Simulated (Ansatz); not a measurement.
HCu, charge +1, doublet, geometry from GFN2-xTB of the parent state (such geometries of metal compounds can be far from the true shape) (a state made from the parent by changing its charge; the spin is typed, not shown lowest); PBE0/def2-SVP (Ansatz, an electronic-structure program).

Ansatz was given this input:
Ansatz 0.2 input:
```yaml
crystal:
  periodic: [false, false, false]
  atoms:
    - {symbol: Cu, position_ang: [-0.00000000, -0.00000000, -0.04747396]}
    - {symbol: H, position_ang: [0.00000000, 0.00000000, 1.37674489]}
basis:
  gaussian:
    orbitals: def2-SVP
hamiltonian:
  xc: pbe0
total_charge: 1
magnetization: {spin_polarized: false, initial_magnetization: 1}
```

The log (banner, timings and long lists left out):

```
Functional definition: PBE0
399 factors; integrals over basis functions are off by at most 1.3e-3 eV
mean field evaluation 1: about -44612.3702 eV, gradient 1.1e2 eV
mean field evaluation 2: about -44612.4016 eV, gradient 1.1e2 eV
mean field evaluation 4: about -44619.2540 eV, gradient 9.2e1 eV
mean field evaluation 8: about -44633.5010 eV, gradient 7.0e0 eV
mean field evaluation 16: about -44633.5939 eV, gradient 3.5e-4 eV
mean field evaluation 32: about -44633.5662 eV, gradient 7.9e-1 eV
mean field evaluation 64: about -44553.1814 eV, gradient 6.8e1 eV
mean field -44633.59385056 eV, -1640.2543202714 hartree, gradient 1.2e-5 eV, S^2 0.750000; 2 other end points of the search recorded, 0 dependent functions left out
reference -44633.59392107 eV, -1640.2543228626 hartree; 15, 14 occupied and 21, 22 virtual orbitals, 399 factors
Total energy: -44633.59392107 eV, -1640.2543228626 hartree
```
